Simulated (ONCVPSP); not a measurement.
What one change does to a pseudopotential (Yb (Z = 70), ONCV)

ONCVPSP 4.0.1 input, shortened (lines: element, Z, core and valence counts, functional; n l f; lmax; l rc ep ncon nbas qcut; lloc lpopt rc5 dvloc0; l nproj debl; icmod fcfact rcfact), PBE, scalar-relativistic:

```
  Yb 70.00   10    4        4      upf
    1    0    2.00
    2    0    2.00
    2    1    6.00
    3    0    2.00
    3    1    6.00
    3    2   10.00
    4    0    2.00
    4    1    6.00
    4    2   10.00
    4    3   13.00
    5    0    2.00
    5    1    6.00
    5    2    1.00
    6    0    2.00
    2
    0    2.15    0.00    4    8    6.20
    1    1.70    0.00    5    9    7.50
    2    2.15    0.00    4    7    5.30
    4    5    1.60    6.00
    0    2    1.20
    1    3    0.40
    2    2    1.20
    3    3.00    1.60
```

In the p channel the program set the typed energies aside and used -1.140, 0.250, 0.650 Ha.

Change: all radii but the core radius scaled by about 1.26 (s 2.70, p 2.14, d 2.70 bohr); local potential polynomial inside 2.02 bohr (lpopt 5, dvloc0 6 Ha).

Cutoffs: the cutoffs (Ha) at which the residual kinetic energy of the hardest occupied pseudo-wave falls to 1 and 0.1 mHa per electron; they do not see the model core or the augmentation charge, which bear on the density cutoff. Errors are all-electron minus pseudo energies relative to the spin-unpolarised reference configuration.

Problem. Predict the effect on cutoff, ghosts and configuration errors.

Solution. The potential gets softer (22 Ha and 27 Ha → 16 Ha and 21 Ha); of the 3 tests that both files solve, the error grows in 3 and shrinks in 0 by more than 15 % and 0.3 meV (median size 2.2 → 2.6 meV); neither file shows a bound ghost. A larger radius leaves more room for a smooth pseudo-wave, so fewer plane waves are needed. More of the atom is replaced by a form fitted at one configuration, so other configurations suffer.

```csv
quantity,base,changed
"cutoff, loose",22 Ha,16 Ha
"cutoff, tight",27 Ha,21 Ha
loose cutoff by channel,"s 12 Ha, p 22 Ha, d 10 Ha","s 5.4 Ha, p 16 Ha, d 9.2 Ha"
bound ghosts,none,none
GHOST(+) flags under 300 eV,none,none
"tests counted as reliable (solved cleanly; for ONCVPSP, near-neutral configurations with less than one 5d electron left out)",3 of 4,3 of 4
"error for 5s2 5p6 5d1 6s1, meV [ΔE 7.26 eV]",-1.5,-2.2
"error for 5s2 5p6 5d1 6s0, meV [ΔE 20.36 eV]",-3.2,-7.9
"error for 5s2 5p6 5d1 6s1 6p1, meV [ΔE 3.33 eV]",-2.2,-2.6
"rms error of d²Exc/dni dnj with the model core, mHa",0.82,1.33
```
